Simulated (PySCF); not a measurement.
Working out the ionisation energy of Cl²⁺

Cl²⁺ [Ne] 3s2 3p3 (4S) → Cl³⁺ [Ne] 3s2 3p2 (3P). Computed with PySCF 2.14 in aug-cc-pwCVTZ, with no relativity, point nucleus. Frozen: 1s2. Energies in hartree (1 hartree = 27.21139 eV):

```csv
part,Cl²⁺ (lower),Cl³⁺ (upper)
UHF,-458.223561,-456.791777
CCSD correlation,-0.389024,-0.365919
(T),-0.005786,-0.004546
```

Question: What does Hartree-Fock give?

Answer: (-456.791777) − (-458.223561) = 1.431784 hartree = 38.961 eV.

Question: What do CCSD and CCSD(T) give?

Answer: The CCSD correlation energies differ by 0.023105 hartree = 0.629 eV and the triples by 0.001240 hartree = 0.034 eV, so CCSD gives 39.590 eV and CCSD(T) 39.624 eV.

A first-order spin-orbit estimate adds -0.099 eV to CCSD(T) (valence and next inner shell), giving 39.525 eV against 39.8 ± 0.11 eV (semi-empirical (NIST evaluation); NIST Atomic Spectra Database, ionization energies).

What remains against the reference includes basis incompleteness, the frozen core and higher excitations.
